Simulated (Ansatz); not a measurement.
**Which is lower?**

The two ends of one reaction step of C2H5Ge, doublet (PBE0-D4/def2-TZVP).

A:

```json
{"atom": "C1", "x (Å)": "-0.6464", "y (Å)": "0.2110", "z (Å)": "-0.7421"}
{"atom": "C2", "x (Å)": "-0.7361", "y (Å)": "-0.8882", "z (Å)": "-1.4290"}
{"atom": "Ge3", "x (Å)": "0.5030", "y (Å)": "0.3403", "z (Å)": "0.8386"}
{"atom": "H4", "x (Å)": "-1.2097", "y (Å)": "1.1005", "z (Å)": "-1.0254"}
{"atom": "H5", "x (Å)": "-0.3199", "y (Å)": "-1.8862", "z (Å)": "-1.3960"}
{"atom": "H6", "x (Å)": "-0.3431", "y (Å)": "0.6998", "z (Å)": "2.0727"}
{"atom": "H7", "x (Å)": "1.5606", "y (Å)": "1.4382", "z (Å)": "0.6281"}
{"atom": "H8", "x (Å)": "1.1915", "y (Å)": "-1.0152", "z (Å)": "1.0530"}
```

B:

```
8
angstrom
C -1.3154 -0.1065 -1.4744
C -0.4914 -0.9280 -1.7569
Ge 0.5792 0.6299 1.5253
H -2.0511 0.6230 -1.2285
H 0.2437 -1.6579 -2.0033
H 0.9485 1.2510 2.8883
H 1.5554 1.0931 0.4305
H 0.5310 -0.9046 1.6189
```

Ansatz 0.2.0; basis: def2-TZVPP; cores frozen in the correlated methods; orbitals are unrestricted. Filled d shells of the heavier atoms are correlated. The def2 sets are not built for correlating such inner shells, so the correlated values are less sure here. B3LYP uses VWN-RPA correlation.

Problem. Which structure is lower at CCSD(T), and by how much? (Judge from chemistry; the value comes from the calculation.)

Solution. By the calculation: A, by 69.2 kJ/mol (electronic energy, against the other). By their contacts, A is C₂H₅Ge ([CH][CH][GeH3]) and B is a complex of C₂H₂ (C#C) + GeH₃.

All methods give the same order:

```json
{"method": "SPW92", "E(B) − E(A) (kJ/mol)": "100.9"}
{"method": "PBE-D4", "E(B) − E(A) (kJ/mol)": "82.1"}
{"method": "BLYP-D4", "E(B) − E(A) (kJ/mol)": "64.4"}
{"method": "r2SCAN-D4", "E(B) − E(A) (kJ/mol)": "89.8"}
{"method": "B97M-V", "E(B) − E(A) (kJ/mol)": "85.4"}
{"method": "PBE0-D4", "E(B) − E(A) (kJ/mol)": "89.2"}
{"method": "B3LYP-D4", "E(B) − E(A) (kJ/mol)": "71.0"}
{"method": "r2SCAN0-D4", "E(B) − E(A) (kJ/mol)": "93.6"}
{"method": "BHLYP-D4", "E(B) − E(A) (kJ/mol)": "80.4"}
{"method": "CAM-B3LYP-D4", "E(B) − E(A) (kJ/mol)": "74.2"}
{"method": "wB97X-V", "E(B) − E(A) (kJ/mol)": "82.9"}
{"method": "wB97M-V", "E(B) − E(A) (kJ/mol)": "66.5"}
{"method": "B2PLYP", "E(B) − E(A) (kJ/mol)": "64.5"}
{"method": "PBE-QIDH", "E(B) − E(A) (kJ/mol)": "82.3"}
{"method": "RPA on PBE", "E(B) − E(A) (kJ/mol)": "69.3"}
{"method": "HF", "E(B) − E(A) (kJ/mol)": "79.3"}
{"method": "MP2", "E(B) − E(A) (kJ/mol)": "37.7"}
{"method": "CCSD", "E(B) − E(A) (kJ/mol)": "70.1"}
{"method": "CCSD(T)", "E(B) − E(A) (kJ/mol)": "69.2"}
```

T1 diagnostic: at most 0.029. ⟨S²⟩ of the unrestricted Hartree–Fock references: 0.76 to 0.92 (a pure state has 0.75). The unrestricted reference is spin-contaminated, which hurts MP2 most.

Labels in which every atom is bracketed show which atoms are joined, not bond orders.

For scale, one of the runs: CCSD(T)/def2-TZVPP, 180 basis functions, launched by `ansatz run in.yaml --threads 4 --pin off --events-out ev --progress --plain --max-ram 9574MiB`. The run took 2 min on 4 CPU threads of an Arm Neoverse V2 (shared host), with 4.5 GiB of host memory at its peak.
